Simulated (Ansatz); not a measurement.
`N[SiH2][SiH](N)O`. Charge 0, multiplicity 1.

| atom | x (Å) | y (Å) | z (Å) |
| --- | --- | --- | --- |
| N1 | -1.4303 | 1.3194 | -0.4489 |
| Si2 | -0.3917 | 0.2498 | -1.3468 |
| Si3 | 0.8841 | -0.9311 | 0.2415 |
| N4 | -0.0923 | -0.7836 | 1.6373 |
| O5 | 2.4254 | -0.3687 | 0.4599 |
| H6 | -1.0030 | 2.0328 | 0.1222 |
| H7 | -2.2374 | 1.7014 | -0.9189 |
| H8 | -1.2993 | -0.6669 | -2.0923 |
| H9 | 0.4690 | 0.9225 | -2.3709 |
| H10 | 1.1437 | -2.3410 | -0.1509 |
| H11 | -0.0024 | -1.3476 | 2.4653 |
| H12 | -0.9743 | -0.3004 | 1.5767 |
| H13 | 2.5085 | 0.5133 | 0.8257 |

Task: Give the diagnostics of a CCSD(T)/def2-TZVPP run (frozen core, Ansatz). (Best estimate.)

Result: Ansatz gave: T1 = 0.0115, largest single amplitude 0.015, largest double 0.015, (T) share of the correlation energy 3.5 %, 9 CCSD cycles. The RHF solution is stable towards an unrestricted one. T1 lies under the customary mark of 0.02 for closed shells.
